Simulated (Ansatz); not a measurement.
Compare A (`O[SiH](I)CF`) with its isomer B (`FC(I)O[SiH3]`).

Isolated molecules relaxed with PBE0-D4/def2-TZVP in Ansatz; ΔE leaves out vibrations. CBS: MP2 limit from def2 TZ/QZ plus the TZ coupled-cluster correction, frozen cores. DFT in def2-TZVPP. Elements past krypton have def2 core potentials. For I outer-core shells are correlated without core-valence functions, which leaves a few kJ/mol of doubt a bond. Each species was taken in one conformer, which may not be the lowest.

(1) Which is lower in electronic energy at CCSD(T)/CBS, and by how much? (An estimate is asked.)

(2) Give E(B) − E(A) in kcal/mol with PBE0-D4, r2SCAN-D4, B2PLYP, CCSD/def2-TZVPP, PBE-D4, HF/def2-TZVPP, ωB97M-V. (Best estimate.)

Largest T1 diagnostic: 0.011.

Results:

(1) Ansatz gave: A, by 42.4 kcal/mol.

(2) Computed: PBE0-D4 41.8, r2SCAN-D4 40.1, B2PLYP 40.5, CCSD/def2-TZVPP 41.4, PBE-D4 39.3, HF/def2-TZVPP 42.2, ωB97M-V 41.8. None reverses the order clearly.

From PBE to PBE0 (25 % exact exchange), in def2-TZVPP and without D4, E(B) − E(A) moves by +2.5 kcal/mol.
